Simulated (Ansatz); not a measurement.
AsS₃ (the lowest doublet isomer of a short search), 4 atoms. Hardware: 4 threads of Arm Neoverse V1 on a shared host.

Correlated methods freeze 24 core orbitals; core or outer-core shells of As are correlated, in sets that lack core-valence functions.

Task: How many basis functions does each of these Ansatz runs have, and roughly what does it cost? RPA@PBE/def2-TZVP, charge 0 doublet, energy, from earlier orbitals; PBE0-D4/def2-TZVP, charge 0 doublet, energy, from earlier orbitals; PBE-D4/def2-SVP, charge 0 doublet, energy, from earlier orbitals; PBE-D4/def2-TZVP, charge 1 triplet at the geometry of the charge 0 doublet, energy, from earlier orbitals; B2PLYP/def2-TZVP, charge 0 quartet, energy, from earlier orbitals; HF/STO-3G, charge 0 quartet, energy; CAM-B3LYP-D4/def2-TZVP, charge 0 quartet, energy, from earlier orbitals; PBE0-D4/def2-TZVPD, charge -1 singlet at the geometry of the charge 0 doublet, energy, from earlier orbitals; PBE0-D4/def2-SVP, charge 1 singlet at the geometry of the charge 0 doublet, energy with a search over starts; revPBE-D4/def2-TZVP, charge 0 quartet, energy, from earlier orbitals; B2PLYP/def2-TZVP, charge 0 doublet, energy, from earlier orbitals; RPA@PBE/def2-TZVP, charge 0 quartet, energy, from earlier orbitals.

Result: Other jobs shared the machine, so times can vary by a factor of up to 3. A dash marks memory too small to be measured apart from the calling script's.

```json
{"run": "HF/STO-3G, charge 0 quartet, energy", "functions": "45", "fitting or Cholesky vectors": "461", "wall time": "0.35 s", "peak host memory (GiB)": "–"}
{"run": "PBE-D4/def2-SVP, charge 0 doublet, energy, from earlier orbitals", "functions": "86", "fitting or Cholesky vectors": "978", "wall time": "1.1 s", "peak host memory (GiB)": "–"}
{"run": "PBE0-D4/def2-SVP, charge 1 singlet at the geometry of the charge 0 doublet, energy with a search over starts", "functions": "86", "fitting or Cholesky vectors": "790", "wall time": "1.5 s", "peak host memory (GiB)": "–"}
{"run": "PBE-D4/def2-TZVP, charge 1 triplet at the geometry of the charge 0 doublet, energy, from earlier orbitals", "functions": "159", "fitting or Cholesky vectors": "1156", "wall time": "2.4 s", "peak host memory (GiB)": "–"}
{"run": "revPBE-D4/def2-TZVP, charge 0 quartet, energy, from earlier orbitals", "functions": "159", "fitting or Cholesky vectors": "1156", "wall time": "2.4 s", "peak host memory (GiB)": "–"}
{"run": "RPA@PBE/def2-TZVP, charge 0 quartet, energy, from earlier orbitals", "functions": "159", "fitting or Cholesky vectors": "984", "wall time": "3.5 s", "peak host memory (GiB)": "–"}
{"run": "RPA@PBE/def2-TZVP, charge 0 doublet, energy, from earlier orbitals", "functions": "159", "fitting or Cholesky vectors": "985", "wall time": "3.7 s", "peak host memory (GiB)": "–"}
{"run": "PBE0-D4/def2-TZVPD, charge -1 singlet at the geometry of the charge 0 doublet, energy, from earlier orbitals", "functions": "192", "fitting or Cholesky vectors": "1382", "wall time": "3.7 s", "peak host memory (GiB)": "0.62"}
{"run": "PBE0-D4/def2-TZVP, charge 0 doublet, energy, from earlier orbitals", "functions": "159", "fitting or Cholesky vectors": "1236", "wall time": "4.5 s", "peak host memory (GiB)": "0.62"}
{"run": "CAM-B3LYP-D4/def2-TZVP, charge 0 quartet, energy, from earlier orbitals", "functions": "159", "fitting or Cholesky vectors": "984", "wall time": "5 s", "peak host memory (GiB)": "–"}
{"run": "B2PLYP/def2-TZVP, charge 0 doublet, energy, from earlier orbitals", "functions": "159", "fitting or Cholesky vectors": "985", "wall time": "6.5 s", "peak host memory (GiB)": "–"}
{"run": "B2PLYP/def2-TZVP, charge 0 quartet, energy, from earlier orbitals", "functions": "159", "fitting or Cholesky vectors": "984", "wall time": "7 s", "peak host memory (GiB)": "–"}
```
